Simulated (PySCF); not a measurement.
AlF₂, SMILES [F][Al][F], multiplicity 2. Atoms are numbered in the order given.

```xyz
3

Al     0.0000     0.0000     0.4795
F      0.0000    -1.4477    -0.3463
F      0.0000     1.4477    -0.3463
```
Charge 0, spin multiplicity 2.

Geometry optimised at PBE-D3(BJ)/def2-TZVP. The multiplicity is an assumed one; other spin states were not compared. The isomer is the one that the SMILES or the coordinates give; other isomers of the formula were not compared.

Method: PBE-D3(BJ)/def2-TZVP (PySCF).

Frequencies are harmonic and unscaled.

```csv
mode,ν (cm⁻¹),IR (km/mol),moving atoms (share of kinetic energy)
1,218,29.7,"F 69 %, Al 31 %"
2,714,57.9,"F 73 %, Al 27 %"
3,862,133.7,"Al 52 %, F 48 %"
```
